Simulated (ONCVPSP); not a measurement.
Reading a pseudo-wave (fluorine (F))

Columns: radius, all-electron u(r) and pseudo u(r) of the 2s shell (level -29.72 eV) of fluorine in the configuration [He] 2s2 2p5; PBEsol, scalar-relativistic, ONCV scheme, ONCVPSP 4.0.1.

```
r (bohr)  all-electron  pseudo
   0.082       -0.4492  0.0961
   0.165       -0.3039  0.2017
   0.248        0.0169  0.3327
   0.330        0.3376  0.4772
   0.413        0.6049  0.6346
   0.495        0.7983  0.7967
   0.578        0.9259  0.9253
   0.660        0.9957  0.9957
   0.742        1.0223  1.0223
   0.825        1.0166  1.0165
   0.908        0.9878  0.9877
   0.990        0.9441  0.9441
   1.072        0.8911  0.8911
   1.155        0.8321  0.8320
   1.238        0.7709  0.7708
   1.320        0.7104  0.7103
   1.402        0.6513  0.6513
   1.485        0.5940  0.5940
   1.568        0.5398  0.5398
   1.650        0.4897  0.4896
   1.733        0.4425  0.4425
   1.815        0.3996  0.3996
   1.898        0.3597  0.3596
   1.980        0.3236  0.3236
   2.062        0.2908  0.2908
   2.145        0.2606  0.2606
```

Task: How many radial nodes do the two functions have?

Result: The all-electron 2s function has n − l − 1 = 1; the pseudo-wave has 0, since the states of the same l below it are removed with the core.

Task: At about which radius was the pseudo-wave matched?

Result: 0.65 bohr, where the columns begin to agree (steps of 0.08 bohr).

Task: Where does each function peak?

Result: Outermost all-electron maximum near 0.74 bohr, pseudo maximum near 0.74 bohr (to the table’s step).

Task: Is the pseudo-wave norm-conserving?

Result: Yes: the ONCV scheme keeps the norm inside the radius equal to the all-electron one, which fixes the energy derivative of the logarithmic derivative at the level.
